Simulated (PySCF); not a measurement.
Species: C₆H₄F₃O (doublet state).
Z-matrix (Å and degrees, GFN2-xTB geometry), rows numbered from 1:
```
C 
C   1  1.3762
O   2  1.4353  1  113.65
C   3  1.3040  2  119.90  1  -179.95
F   4  1.3309  3  109.48  2   179.94
F   4  1.3524  3  114.84  2   -60.72
F   4  1.3524  3  114.85  2    60.58
C   2  1.3557  1  126.20  3   179.98
C   8  1.4523  2  150.09  1     0.10
C   9  1.3254  8   62.63  2   179.93
H   1  1.0705  2  120.01  3  -179.98
H   1  1.0700  2  120.00  3    -0.01
H   9  1.0619  8  147.12 10  -179.98
H  10  1.0627  8  146.40  9   179.98
```

The hyperfine couplings belong to this conformer and change with its torsions.

As a line formula: `C1C(C=1)=C([CH2])OC(F)(F)F` [radical].

Theory: PySCF, UKS B3LYP, pcH-1 on C F H O, non-relativistic, mean-field spin-orbit, GIAO. The structure is a single GFN2-xTB conformer in the gas phase; no vibrational or solvent corrections. Couplings are sensitive to structure, and on GFN2-xTB geometries they can be far from those on DFT ones. The SCF solution wasn't tested for stability.

(1) Match the computed a_iso(13C) values +55.0, -50.7, +43.9, -8.8 MHz with the sites C1; C2; C8; C10.

(2) The isotropic 1H couplings are -43.6, -41.4, -11.2, -5.6 MHz. Assign them to H11; H12; H13; H14.

Results:

(1) 
```json
{"site": "C1", "a_iso (MHz)": "+55.0", "ρ(0) (bohr⁻³)": "+0.0489", "position": "largest spin population", "distance from C1 (Å)": "0.00", "spin population": "+0.71", "largest |T| (MHz)": "106.3"}
{"site": "C2", "a_iso (MHz)": "-50.7", "ρ(0) (bohr⁻³)": "-0.0451", "position": "1 bond from C8", "distance from C1 (Å)": "1.38", "spin population": "-0.18", "largest |T| (MHz)": "19.7"}
{"site": "C8", "a_iso (MHz)": "+43.9", "ρ(0) (bohr⁻³)": "+0.0391", "position": "a main spin site", "distance from C1 (Å)": "2.44", "spin population": "+0.44", "largest |T| (MHz)": "81.2"}
{"site": "C10", "a_iso (MHz)": "-8.8", "ρ(0) (bohr⁻³)": "-0.0078", "position": "1 bond from C8", "distance from C1 (Å)": "3.88", "spin population": "+0.02", "largest |T| (MHz)": "7.4"}
```

(2) 
```tsv
site	a_iso (MHz)	ρ(0) (bohr⁻³)	position	distance from C1 (Å)	bound to	spin population there	largest |T| (MHz)
H11	-41.4	-0.0093	1 bond from C1	1.07	C1	+0.71	24.5
H12	-43.6	-0.0098	1 bond from C1	1.07	C1	+0.71	26.6
H13	-11.2	-0.0025	2 bonds from C8	3.95	C9	+0.09	6.4
H14	-5.6	-0.0013	2 bonds from C8	4.82	C10	+0.02	4.8
```

ρ(0) is the spin density at the nucleus and T the dipolar tensor; entries for several nuclei are means. Largest spin populations (Mulliken): C1 (+0.71), C8 (+0.44), C2 (-0.18) and C9 (+0.09). The angles at C1 add up to 360.0°, so it is planar; its axial dipolar tensor and the negative couplings of its protons fit spin in a p orbital normal to that plane. Main spin sites, with 60 % or more of the largest population: C1, C8; positions count bonds from the nearest.

Examples of negative spin density at the nucleus (bohr⁻³): C2 (-0.0451), H12 (-0.0098) and H11 (-0.0093).

Means are taken over nuclei equivalent by connectivity, which assumes that they swap fast. H11 and H12 aren't averaged: C1 is flat or nearly so (angle sum 360°), and its turn about the short C1–C2 bond (1.38 Å) is taken as slow.
